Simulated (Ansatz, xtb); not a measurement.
Ranking isomers of C5H13B

9 gas-phase structures of C5H13B, from a drawn sample of its isomers (lower ones may exist). Each was relaxed with GFN2-xTB; where two conformers were screened, the lower at r2SCAN-D4/def2-SVP is listed:

A. `CB[C@H](C)CC`, a singlet
B. `B[C@H](C)CCC`, a singlet
C. `BCCC(C)C`, a singlet
D. `CBCC(C)C`, a singlet
E. `CBC(C)(C)C`, a singlet
F. `BC[C@H](C)CC`, a singlet
G. `BCC(C)(C)C`, a singlet
H. `CBCCCC`, a singlet
I. `BCCCCC`, a singlet

**Question.** Which do you expect lowest at r2SCAN-D4/def2-SVP, and how would the others follow?

**Answer.** Calculated order at r2SCAN-D4/def2-SVP: D (0.0), H (1.2), A (2.7), E (3.0), G (12.2), C (13.2), F (14.1), I (15.5), B (15.9) kcal/mol. Less than 1 kcal/mol parts A and E; C and F; I and B, so the order within those pairs means little.

Energies above the lowest of each column, in kcal/mol; the last columns are at B3LYP-D3(BJ)/def2-SVP geometries and were run for some of them only (a dash: not run or not comparable):

| structure | GFN2-xTB | HF/STO-3G | r2SCAN-D4/def2-SVP | B3LYP-D3(BJ)/def2-SVP | CCSD(T)/def2-SVP + ΔMP2/def2-TZVPP |
| --- | --- | --- | --- | --- | --- |
| D | 3.3 | 0.8 | 0.0 | 0.0 | 0.0 |
| H | 4.6 | 0.0 | 1.2 | 0.8 | 1.4 |
| A | 5.9 | 1.7 | 2.7 | 2.2 | 2.0 |
| E | 5.6 | 3.5 | 3.0 | 2.6 | 1.1 |
| G | 0.0 | 11.3 | 12.2 | 11.5 | 9.4 |
| C | 1.7 | 12.8 | 13.2 | 11.9 | – |
| F | 2.5 | 11.4 | 14.1 | – | – |
| I | 4.0 | 11.3 | 15.5 | – | – |
| B | 4.2 | 15.2 | 15.9 | – | – |

CCSD(T)/def2-SVP + ΔMP2/def2-TZVPP puts D lowest of those it was run on; GFN2-xTB picks G, HF/STO-3G picks H. CCSD(T)/def2-SVP + ΔMP2/def2-TZVPP orders those it was run on as D (0.0), E (1.1), H (1.4), A (2.0), G (9.4) kcal/mol. Less than 1 kcal/mol parts E and H; H and A, so the order within those pairs means little. Flexible structures stand in one conformer each, not always the lowest. Frequencies (GFN2-xTB) were run for A, D, E, G, H alone. ΔMP2 is the change of the MP2 energy from the smaller to the larger basis.

Over these structures GFN2-xTB departs from r2SCAN-D4/def2-SVP by 7.3 kcal/mol on average once a common shift is removed. A GFN2-xTB relaxation took about 0.11 s and the r2SCAN-D4/def2-SVP energy about 1.9 s on a shared host (Ansatz 0.2.0, xtb 6.7.1).
